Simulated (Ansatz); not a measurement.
Mo₃O₉. The state is a triplet with charge 0. Geometry PBE-D4/def2-SVP, that of the charge -1 doublet; atoms count from 1.

```xyz
12

Mo    0.511    1.074   -1.578
Mo    0.086   -1.673   -1.049
Mo   -0.754    0.445    1.705
O     0.572    1.228    2.859
O     1.650   -2.369   -0.959
O    -2.352    0.777    2.159
O    -0.710   -1.127    0.547
O     0.354   -0.206    3.139
O     2.212    1.273   -1.655
O    -0.930   -2.396   -2.226
O    -0.313    1.574   -2.997
O    -0.326    1.400    0.056
```

In the def2 sets Mo takes a core potential; there is no spin–orbit coupling. The structure holds one bond between oxygen atoms, so isomers without such links may lie far lower. The structure comes from a short search, and lower isomers may exist.

(1) Estimate the Mulliken populations from the PBE0/def2-SVP orbitals of Ansatz.

(2) Where does the spin sit?

(3) And the Mayer bond orders between heavy atoms (over 0.3)?

## Answers

(1) 
| atom | charge (e) | spin (α − β) | d electrons |
| --- | --- | --- | --- |
| Mo1 | 1.03 | 0.82 | 4.05 |
| Mo2 | 1.03 | 0.82 | 4.05 |
| Mo3 | 1.39 | 0.46 | 3.79 |
| O4 | -0.27 | 0.00 | – |
| O5 | -0.33 | 0.02 | – |
| O6 | -0.33 | -0.02 | – |
| O7 | -0.63 | -0.09 | – |
| O8 | -0.27 | 0.00 | – |
| O9 | -0.33 | 0.02 | – |
| O10 | -0.34 | 0.04 | – |
| O11 | -0.34 | 0.04 | – |
| O12 | -0.63 | -0.09 | – |
Mulliken values depend strongly on the basis.

(2) Summed by element: Mo 2.09, O -0.09, of 2 unpaired in all. Largest on single atoms: Mo1 0.82, Mo2 0.82, Mo3 0.46.

(3) Mo1–Mo2 0.62 (2.83 Å); Mo1–O9 2.15 (1.71 Å); Mo1–O11 2.13 (1.71 Å); Mo1–O12 1.09 (1.87 Å); Mo2–O5 2.15 (1.71 Å); Mo2–O7 1.09 (1.87 Å); Mo2–O10 2.13 (1.71 Å); Mo3–O4 0.99 (1.92 Å); Mo3–O6 2.14 (1.69 Å); Mo3–O7 0.82 (1.95 Å); Mo3–O8 0.99 (1.93 Å); Mo3–O12 0.82 (1.95 Å); O4–O8 0.90 (1.48 Å).
